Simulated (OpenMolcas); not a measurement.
## Si II: effect of the basis set

```yaml
Program: OpenMolcas
Method: RASSCF
Active_space: 1 electron in 9 orbitals (RAS2 3p; RAS3 3d 4s, at most 1 electron)
State_averaging: 2S+1 = 2 odd, 3 roots; 2S+1 = 2 even, 6 roots
Spin-orbit_coupling: RASSI with atomic mean-field integrals over the reference wave functions, term energies averaged over their components
```

A. ANO-RCC-VQZP [6s5p3d2f1g], DKH2, point nucleus; cost of the order of 6 core-seconds
B. ANO-R3 [6s5p4d2f1g], X2C, finite nucleus; cost of the order of 10 core-seconds
C. ANO-RCC [8s7p5d4f2g], DKH2, point nucleus; cost of the order of 15 core-seconds

Energies in eV above 3s² 3p ²P°_1/2, the measured ground level; measured values from NIST Handbook of Basic Atomic Spectroscopic Data.

```json
{"Level": "3s² 3p ²P°_1/2", "A": "0.0000", "B": "0.0000", "C": "0.0000", "Measured": "0.0000"}
{"Level": "3s² 3p ²P°_3/2", "A": "0.0313", "B": "0.0314", "C": "0.0312", "Measured": "0.0356"}
{"Level": "3s² 4s ²S_1/2", "A": "8.0212", "B": "9.5984", "C": "7.9190", "Measured": "8.1210"}
{"Level": "3s² 3d ²D_3/2", "A": "9.0871", "B": "10.0012", "C": "8.8954", "Measured": "9.8367"}
{"Level": "3s² 3d ²D_5/2", "A": "9.0872", "B": "10.0015", "C": "8.8955", "Measured": "9.8388"}
```

Deviations, from unrounded energies. A percentage is the sum of absolute deviations over the sum of measured energies, with the sign that they share, or ± where signs differ.

```json
{"Against measurement": "mean absolute deviation (cm-1)", "Levels": "4", "A": "3200", "B": "3600", "C": "4200"}
{"Against measurement": "fine structure of the ground term (%)", "Levels": "1", "A": "-12.2", "B": "-11.8", "C": "-12.3"}
{"Against measurement": "other configurations (%)", "Levels": "3", "A": "-5.8", "B": "+6.5", "C": "-7.5"}
```

A lies closest to measurement on these levels and C furthest from it. The largest miss of A in the table is 3s² 3d ²D_5/2, by -6100 cm-1. The ranking rests on the paired levels alone, and a cruder setting can come out closer through cancelling errors.

Among A to C the level of the table that moves most is 3s² 4s ²S_1/2, by 14000 cm-1 (lowest in C, highest in B).

ANO sets are built for valence states and can reach diffuse excited orbitals poorly, and with the s shell closed the s pⁿ⁺¹ terms that mix with these levels are absent. With one active electron the reference holds no correlation, so core polarisation is missing. Computed and measured levels are paired by configuration, term and J; levels that our copy of the source lacks, or whose pairing is in doubt (as where it misses far off the trend of its configuration), stay unpaired and out of the deviations. Only configurations of the active space appear.

° marks odd parity.
